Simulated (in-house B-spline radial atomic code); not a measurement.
Settings and results of a run for Ni VIII (Ni7+) (an excited or competing configuration). Level of theory: non-relativistic PBEsol, spin-polarised, spherical fractional occupations, point nucleus; calculated with a B-spline radial code for spherical atoms.

Command:
```bash
python run_scf.py task.json out
```
Settings:
```
Z                28
configuration    [Ar] 3d2 4s1
hamiltonian      nr
method           pbesol
spin_polarised   True
```

Output (hartree, bohr):
```
 radial grid: 46 intervals, B-splines of order 8, outer radius 13.5065 bohr

 iter        energy (Eh)    residual
    1       -1474.701650    9.69e-01
    2       -1486.332064    4.16e-01
    3       -1488.273175    1.38e-01
    4       -1488.491444    4.26e-02
    5       -1488.510181    1.68e-02
    6       -1488.514215    5.68e-04
    7       -1488.514219    2.65e-05
    8       -1488.514219    1.45e-06
    9       -1488.514219    3.41e-08

 total energy                     -1488.51422
 kinetic                            1487.5541
 electron-nucleus                  -3426.4377
 Hartree                             506.3897
 exchange-correlation                -56.0203

 orbital      occ     eigenvalue          <r>       <r^2>       <1/r>       r_max
 1s up      1.000      -304.4160    0.0548791  0.00403689     27.4906     0.03617
 1s down    1.000      -304.4097    0.0548791  0.00403685     27.4905     0.03617
 2s up      1.000       -41.7928     0.248322    0.072654     5.94644      0.2078
 2s down    1.000       -41.7119      0.24801   0.0724636     5.95448      0.2077
 2p up      3.000       -37.2955     0.216708   0.0575332      5.9039      0.1663
 2p down    3.000       -37.2341     0.216373   0.0573405     5.91107      0.1662
 3s up      1.000        -9.6466     0.699817    0.559811     2.03078       0.627
 3s down    1.000        -9.5074     0.701164    0.561757     2.02354       0.628
 3p up      3.000        -8.2343      0.70658    0.579189     1.94105      0.6209
 3p down    3.000        -8.0938     0.708258    0.581687     1.93356      0.6223
 3d up      2.000        -5.8918      0.69895    0.583414     1.75537      0.5516
 4s up      1.000        -3.6150      1.60277     2.87895    0.856924       1.519
```

Run time, properties included: 0.07 s on 1 thread of Arm Neoverse V1 (shared host).
